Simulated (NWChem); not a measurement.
Program: NWChem. System: AgI, charge 0, spin multiplicity 1, at a geometry optimised with PBE0/def2-SVP with def2 effective core potentials on Ag, I. The structure started from a generated list of species. Level: RHF/def2-TZVP with def2 effective core potentials on Ag, I.

The NWChem input:

```
start mol
memory heap 200 mb stack 900 mb global 1100 mb
geometry units angstroms nocenter noautoz
  Ag     0.000000     0.000000    -1.368255
  I      0.000000     0.000000     1.213358
  symmetry group C2v
end
basis spherical
  * library def2-tzvp
end
ecp
  Ag library def2-ecp
  I library def2-ecp
end
scf
  rhf
  nopen 0
  maxiter 100
  thresh 1e-7
  semidirect memsize 60000000 filesize 0
end
task scf energy
```

NWChem printed:

```
             Northwest Computational Chemistry Package (NWChem) 7.3.0
             --------------------------------------------------------

                                NWChem Input Module
                                -------------------

 Scaling coordinates for geometry "geometry" by  1.889725989
 (inverse scale =  0.529177249)

 Turning off AUTOSYM since
 SYMMETRY directive was detected!

                             Geometry "geometry" -> ""
                             -------------------------

 Output coordinates in angstroms (scale by  1.889725989 to convert to a.u.)

  No.       Tag          Charge          X              Y              Z
 ---- ---------------- ---------- -------------- -------------- --------------
    1 Ag                  47.0000     0.00000000     0.00000000    -1.36825500
    2 I                   53.0000     0.00000000     0.00000000     1.21335800

 Effective nuclear repulsion energy (a.u.)     510.6034588679

            Nuclear Dipole moment (a.u.)
            ----------------------------
        X                 Y               Z
 ---------------- ---------------- ----------------
     0.0000000000     0.0000000000    -0.0000207870

      Symmetry information
      --------------------

 Group name             C2v
 Group number             16
 Group order               4
 No. of unique centers     2

      Symmetry unique atoms

     1    2


 Summary of "ao basis" -> "" (spherical)
 ------------------------------------------------------------------------------
       Tag                 Description            Shells   Functions and Types
 ---------------- ------------------------------  ------  ---------------------
 *                         def2-tzvp                  on all atoms

 Summary of "ao basis" -> "ao basis" (spherical)
 ------------------------------------------------------------------------------
       Tag                 Description            Shells   Functions and Types
 ---------------- ------------------------------  ------  ---------------------
 Ag                        def2-tzvp                14       40   6s4p3d1f
 I                         def2-tzvp                16       50   6s5p3d2f

                                 NWChem SCF Module
                                 -----------------

  ao basis        = "ao basis"
  functions       =    90
  atoms           =     2
  closed shells   =    22
  open shells     =     0
  charge          =   0.00
  wavefunction    = RHF
  use symmetry    = T
  symmetry adapt  = T

 Summary of "ao basis" -> "ao basis" (spherical)
 ------------------------------------------------------------------------------
       Tag                 Description            Shells   Functions and Types
 ---------------- ------------------------------  ------  ---------------------
 Ag                        def2-tzvp                14       40   6s4p3d1f
 I                         def2-tzvp                16       50   6s5p3d2f

      Symmetry analysis of basis
      --------------------------

        a1         39
        a2          9
        b1         21
        b2         21

 Forming initial guess at       0.2s

      Superposition of Atomic Density Guess
      -------------------------------------

 Sum of atomic energies:        -514.89486896

      Non-variational initial energy
      ------------------------------

 Total energy =    -442.518369
 1-e energy   =    -970.570999
 2-e energy   =     430.687458
 HOMO         =      -0.353249
 LUMO         =      -0.158509
[...]
 Final Fock-matrix accuracy:          1.000E-09
 ----------------------------------------------

              iter       energy          gnorm     gmax       time
             ----- ------------------- --------- --------- --------
                 1     -442.7922017382  9.94D-01  2.66D-01      2.4
                 2     -442.8327795220  1.78D-01  5.81D-02      2.5
                 3     -442.8394285221  1.37D-02  4.64D-03      2.6
                 4     -442.8394519042  9.70D-05  3.86D-05      2.8
                 5     -442.8394519062  5.92D-09  1.64D-09      3.0

       Final RHF  results
       ------------------

         Total SCF energy =   -442.839451906224
      One-electron energy =   -974.560108905068
      Two-electron energy =    434.355485195458
 Nuclear repulsion energy =     97.365171803387

        Time for solution =      0.6s

       Symmetry analysis of molecular orbitals - final
       -----------------------------------------------

  Numbering of irreducible representations:

     1 a1          2 a2          3 b1          4 b2

  Orbital symmetries:

     1 a1          2 a1          3 b1          4 b2          5 a1
     6 a1          7 b1          8 b2          9 a1         10 b2
    11 b1         12 a1         13 a2         14 a1         15 a1
    16 b2         17 b1         18 a1         19 a2         20 a1
    21 b1         22 b2         23 a1         24 b2         25 b1
    26 a1         27 a1         28 b2         29 b1         30 a1
    31 b2         32 b1

             Final eigenvalues
             -----------------

              1
    1   -7.6764
    2   -5.5274
    3   -5.5232
    4   -5.5232
    5   -4.3862
    6   -2.8433
    7   -2.8398
    8   -2.8398
    9   -2.2221
   10   -2.2201
   11   -2.2201
   12   -2.2156
   13   -2.2156
   14   -0.8291
   15   -0.5705
   16   -0.5702
   17   -0.5702
   18   -0.5638
   19   -0.5638
   20   -0.3526
   21   -0.3258
   22   -0.3258
   23   -0.0195
   24    0.0593
   25    0.0593
   26    0.1111
   27    0.1755
   28    0.2748
   29    0.2748
   30    0.2762
   31    0.3306
   32    0.3306

                       ROHF Final Molecular Orbital Analysis
                       -------------------------------------

 Vector   20  Occ=2.000000D+00  E=-3.525653D-01  Symmetry=a1
              MO Center= -2.8D-16, -6.6D-16,  7.3D-01, r^2= 2.9D+00
   Bfn.  Coefficient  Atom+Function         Bfn.  Coefficient  Atom+Function
  ----- ------------  ---------------      ----- ------------  ---------------
    58      0.487500  2 I  pz                52     -0.387734  2 I  pz
    55      0.287715  2 I  pz                 5     -0.268089  1 Ag s
    61      0.225779  2 I  pz                 3      0.183101  1 Ag s
    21      0.155548  1 Ag d  0

 Vector   21  Occ=2.000000D+00  E=-3.258326D-01  Symmetry=b1
              MO Center= -7.8D-16,  7.7D-31,  1.1D+00, r^2= 2.3D+00
   Bfn.  Coefficient  Atom+Function         Bfn.  Coefficient  Atom+Function
  ----- ------------  ---------------      ----- ------------  ---------------
    56      0.539499  2 I  px                50     -0.435886  2 I  px
    53      0.335913  2 I  px                59      0.298481  2 I  px

 Vector   22  Occ=2.000000D+00  E=-3.258326D-01  Symmetry=b2
              MO Center= -1.4D-30, -3.3D-16,  1.1D+00, r^2= 2.3D+00
   Bfn.  Coefficient  Atom+Function         Bfn.  Coefficient  Atom+Function
  ----- ------------  ---------------      ----- ------------  ---------------
    57      0.539499  2 I  py                51     -0.435886  2 I  py
    54      0.335913  2 I  py                60      0.298481  2 I  py

 Vector   23  Occ=0.000000D+00  E=-1.953609D-02  Symmetry=a1
              MO Center= -7.9D-17,  1.1D-16, -2.3D+00, r^2= 5.5D+00
   Bfn.  Coefficient  Atom+Function         Bfn.  Coefficient  Atom+Function
  ----- ------------  ---------------      ----- ------------  ---------------
     6      0.844089  1 Ag s                 18     -0.401507  1 Ag pz
    61      0.202755  2 I  pz                 3     -0.193497  1 Ag s
     5      0.164418  1 Ag s                 58      0.153730  2 I  pz

 Vector   24  Occ=0.000000D+00  E= 5.928187D-02  Symmetry=b2
              MO Center=  1.2D-29,  5.2D-15, -1.6D+00, r^2= 8.8D+00
   Bfn.  Coefficient  Atom+Function         Bfn.  Coefficient  Atom+Function
  ----- ------------  ---------------      ----- ------------  ---------------
    17      1.108852  1 Ag py                60     -0.361068  2 I  py

 Vector   25  Occ=0.000000D+00  E= 5.928187D-02  Symmetry=b1
              MO Center=  3.8D-15,  8.8D-30, -1.6D+00, r^2= 8.8D+00
   Bfn.  Coefficient  Atom+Function         Bfn.  Coefficient  Atom+Function
  ----- ------------  ---------------      ----- ------------  ---------------
    16      1.108852  1 Ag px                59     -0.361068  2 I  px

 center of mass
 --------------
 x =   0.00000000 y =   0.00000000 z =   0.06225274

 moments of inertia (a.u.)
 ------------------
        1380.977555094979           0.000000000000           0.000000000000
           0.000000000000        1380.977555094979           0.000000000000
           0.000000000000           0.000000000000           0.000000000000

  Mulliken analysis of the total density
  --------------------------------------

    Atom       Charge   Shell Charges
 -----------   ------   -------------------------------------------------------
    1 Ag  19    18.47   0.03 -0.40  1.58  0.79  0.28  0.05  5.19  0.80  0.13  0.04  5.90  3.28  0.79  0.00
    2 I   25    25.53   0.18 -0.76  1.58  1.01  1.05  0.89 -0.49  6.45  1.33  2.91  1.36  9.23  0.76  0.03  0.00  0.00

       Multipole analysis of the density wrt the origin
       ------------------------------------------------

     L   x y z        total         open         nuclear
     -   - - -        -----         ----         -------
     0   0 0 0     -0.000000      0.000000     44.000000

     1   1 0 0      0.000000      0.000000      0.000000
     1   0 1 0     -0.000000      0.000000      0.000000
     1   0 0 1     -2.708647      0.000000      8.195940

     2   2 0 0    -34.907144      0.000000      0.000000
     2   1 1 0      0.000000      0.000000      0.000000
     2   1 0 1      0.000000      0.000000      0.000000
     2   0 2 0    -34.907144      0.000000      0.000000
     2   0 1 1      0.000000      0.000000      0.000000
     2   0 0 2    -28.747748      0.000000    258.460258

 Task  times  cpu:        3.0s     wall:        3.0s

 Total times  cpu:        3.1s     wall:        3.1s
```
